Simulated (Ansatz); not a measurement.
Born–Oppenheimer molecular dynamics of C4H12OSi (18 atoms, charge 0, multiplicity 1). It starts from a relaxed structure.

The calculation used RKS B3LYP-D4/6-31G* in Ansatz 0.2.0.

| Item | Value |
| --- | --- |
| ensemble | NVT, Nosé–Hoover chain |
| time step | 0.5 fs |
| steps asked | 150 |
| set temperature | 500 K |
| thermostat | time constant 300 fs, chain length 3 |
| seed | 11406 |

First frame:

```xyz
18
Properties=species:S:1:pos:R:3
Si -0.010 -0.059 -0.019
O 0.078 -0.271 1.640
C -1.060 -0.391 2.472
H -1.680 -1.257 2.198
H -0.718 -0.528 3.503
H -1.690 0.510 2.436
C 1.773 0.034 -0.595
H 2.316 -0.884 -0.344
H 1.833 0.173 -1.681
H 2.296 0.871 -0.119
C -0.930 1.536 -0.427
H -1.968 1.516 -0.072
H -0.439 2.404 0.028
H -0.961 1.702 -1.511
C -0.898 -1.519 -0.819
H -1.935 -1.610 -0.474
H -0.926 -1.408 -1.910
H -0.388 -2.463 -0.593
```

How far do the bonds stretch over the last three quarters of this one trajectory? (Pairs bonded in most of those frames.)


| bond | mean (Å) | spread (Å) | shortest | longest |
| --- | --- | --- | --- | --- |
| Si1–O2 | 1.677 | 0.022 | 1.64 | 1.71 |
| Si1–C7 | 1.881 | 0.017 | 1.85 | 1.92 |
| Si1–C11 | 1.904 | 0.031 | 1.85 | 1.95 |
| Si1–C15 | 1.899 | 0.033 | 1.85 | 1.96 |
| O2–C3 | 1.417 | 0.023 | 1.38 | 1.45 |
| C3–H4 | 1.105 | 0.045 | 1.04 | 1.17 |
| C3–H5 | 1.102 | 0.034 | 1.05 | 1.16 |
| C3–H6 | 1.101 | 0.006 | 1.09 | 1.11 |
| C7–H8 | 1.099 | 0.017 | 1.07 | 1.13 |
| C7–H9 | 1.102 | 0.048 | 1.03 | 1.17 |
| C7–H10 | 1.099 | 0.019 | 1.06 | 1.13 |
| C11–H12 | 1.100 | 0.024 | 1.06 | 1.13 |
| C11–H13 | 1.100 | 0.015 | 1.08 | 1.12 |
| C11–H14 | 1.097 | 0.013 | 1.08 | 1.12 |
| C15–H16 | 1.097 | 0.006 | 1.09 | 1.11 |
| C15–H17 | 1.098 | 0.010 | 1.08 | 1.11 |
| C15–H18 | 1.097 | 0.022 | 1.06 | 1.13 |

Mean temperature of the second half: 240 K. The conserved energy stayed within 0.31 meV per atom of its start (net change 0.14 meV per atom), so the integration is sound. The mean temperature of the second half is 52 % below the set value. A run of 0.075 ps of so small a system gives no equilibrium averages.

The run took 12 min on 2 threads of Arm Neoverse V1 (shared host), peak memory 0.3 GiB.
